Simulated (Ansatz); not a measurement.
Relaxed structures of Al$_{2}$H$_{2}$Cl$_{2}$, singlet (PBE0-D4/def2-TZVP; forces vanish, vibrations not checked; lower isomers may exist, and structures with a doubtful reference or unclear bonds are left out; Å). Program: Ansatz 0.2.0. Basis: def2-TZVPP. Cores are frozen in the correlated methods.

Task: Rank them by CCSD(T) energy, lowest first, and give each one's height above the lowest. Links in brackets join atoms within 1.22 times the sum of their covalent radii (1.1 for two metals). (To be estimated.)
A.
Al₂H₂Cl₂ ([Cl][AlH]1[AlH][Cl]1)
```
6
angstrom
Al -0.5693 0.1029 -0.7198
Al 1.4153 -0.7731 0.4787
Cl 1.2079 -1.0129 2.5668
Cl -0.3659 -2.1534 -0.6150
H -1.8925 0.5501 -1.4694
H 2.7819 -1.1486 -0.2092
```
B.
Al₂H₂Cl₂ ([Cl][Al]1[AlH2][Cl]1)
```
6
angstrom
Al -0.6997 0.9925 0.3333
Al 1.2951 -0.4989 0.6977
Cl 2.8133 -1.7519 1.4123
Cl -0.1733 0.0497 2.4575
H -1.9971 0.2921 -0.2338
H -0.4227 2.5470 0.3769
```
C.
Al₂H₂Cl₂ ([AlH2][Al]([Cl])[Cl])
```
6
angstrom
Al -0.7958 1.0721 -0.4248
Al 0.6705 -0.9075 0.3554
Cl 1.6716 -0.8972 2.2027
Cl 0.9485 -2.6359 -0.8061
H -1.5298 1.0205 -1.8308
H -0.9650 2.3481 0.5035
```

Result: The calculation gives: C (0.0 kJ/mol), B (19.7 kJ/mol), A (26.9 kJ/mol). Heights count from the lowest.

T1 diagnostic: at most 0.011.

For scale, one of the runs: CCSD(T)/def2-TZVPP, 196 basis functions, launched by `ansatz run in.yaml --threads 2 --pin off --events-out ev --progress --plain --max-ram 4352MiB`. The run took 50 s on 2 CPU threads of an Intel Xeon Platinum 8259CL (shared host), with 1.9 GiB of host memory at its peak.
